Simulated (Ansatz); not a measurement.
A nudged elastic band was laid between two geometries of F2H5HfNO2 (11 atoms, charge 0, multiplicity 1).

Theory: RKS PBE0-D4/def2-SVP in Ansatz.

```
movable images  : 7
climbing image  : yes
spring          : 5.0 eV/Å²
optimiser       : quadratic models (default)
start path      : straight line
force threshold : 0.05 eV/Å
iteration limit : 60
end points      : relaxed
```

Image 0:

```xyz
11
Properties=species:S:1:pos:R:3
Hf 0.045 -0.098 0.188
N -0.090 0.120 2.237
H -0.827 0.677 2.664
H 0.666 0.043 2.915
F 1.732 0.399 -0.602
O -1.216 1.239 -0.367
H -1.859 1.830 -0.752
F -0.782 -1.701 -0.565
O 1.261 -1.960 1.069
H 0.984 -2.715 0.531
H 0.797 -2.069 1.912
```

Image 8:

```xyz
11
Properties=species:S:1:pos:R:3
Hf 0.030 -0.582 -0.036
N 0.789 0.228 2.123
H 0.102 0.860 2.534
H 1.677 0.726 2.069
F 1.765 0.143 -0.532
O -1.426 0.682 0.305
H -2.275 0.956 -0.045
F -0.526 -1.267 -1.753
O -0.017 -2.263 0.981
H -0.316 -3.160 0.824
H 0.908 -0.560 2.759
```

(1) Which bonds break or form, and what moves?

(2) Give the energies along the band, and the barrier.

(3) What is the geometry of the highest image?

## Answers

(1) Bonds broken: O9–H11. Bonds formed: N2–H11.

(2) The run converged. The highest image is number 2 of 0 to 8, 3.3 kcal/mol above the first end and 26.2 kcal/mol above the last; the last end lies 22.9 kcal/mol below the first. Another band between the same ends (7 images) ends at a top of the same energy, where a vibrational analysis finds 1 clearly imaginary mode. The orbitals stay closed-shell, which can raise the energy where a bond breaks towards radicals; this wasn't checked here.

| image | path coordinate (Å) | energy (kcal/mol) | O9–H11 (Å) | N2–H11 (Å) |
| --- | --- | --- | --- | --- |
| 0 | 0.00 | 0.0 | 0.97 | 2.38 |
| 1 | 0.83 | 0.4 | 0.98 | 1.97 |
| 2 | 1.66 | 3.3 | 1.13 | 1.40 |
| 3 | 2.31 | -9.9 | 1.71 | 1.05 |
| 4 | 2.97 | -14.8 | 2.01 | 1.02 |
| 5 | 3.63 | -18.1 | 2.22 | 1.02 |
| 6 | 4.28 | -21.1 | 2.41 | 1.02 |
| 7 | 4.94 | -22.7 | 2.64 | 1.02 |
| 8 | 5.59 | -22.9 | 2.63 | 1.02 |

(3) 
```xyz
11
Properties=species:S:1:pos:R:3
Hf 0.103 -0.262 0.005
N 0.100 -0.098 2.206
H -0.797 -0.045 2.688
H 0.706 0.590 2.653
F 1.730 0.301 -0.843
O -1.072 1.229 -0.301
H -1.756 1.885 -0.408
F -0.934 -1.626 -0.880
O 1.058 -1.956 1.086
H 0.897 -2.904 1.065
H 0.676 -1.350 1.958
```

Time of the run: 6.8 min on 4 threads of Arm Neoverse V1, with other jobs on the host, peak memory 0.33 GiB.
